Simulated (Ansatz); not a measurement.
```xyz
10

C     0.6760   -0.4659    1.4011
Si   -0.6929   -0.2059    0.1496
Al   -0.0144    1.0005   -1.8909
Cl   -1.4322   -2.0779   -0.3844
H     1.5058   -1.0289    0.9694
H     1.0561    0.4999    1.7461
H     0.2989   -1.0176    2.2651
H    -1.8240    0.4883    0.8331
H    -0.1231    0.3243   -3.3220
H     0.5498    2.4833   -1.7672
```

Charge 0, multiplicity 1.

**Question.** List the r2SCAN/def2-TZVPP orbital energies in eV (Ansatz). (Estimate.)

**Answer.** The calculation gave: Occupied: -2753.00, -1791.56, -1517.30, -272.98, -254.39, -192.92, -192.79, -192.79, -141.94, -110.81, -96.86, -96.76, -96.75, -71.19, -70.91, -70.89, -21.13, -18.45, -13.03, -10.82, -10.77, -10.23, -9.39, -9.01, -8.37, -7.71, -7.59, -6.46. Lowest empty: -2.72, -0.79, 0.11, 0.86, 1.15, 1.56, 1.99, 2.22.
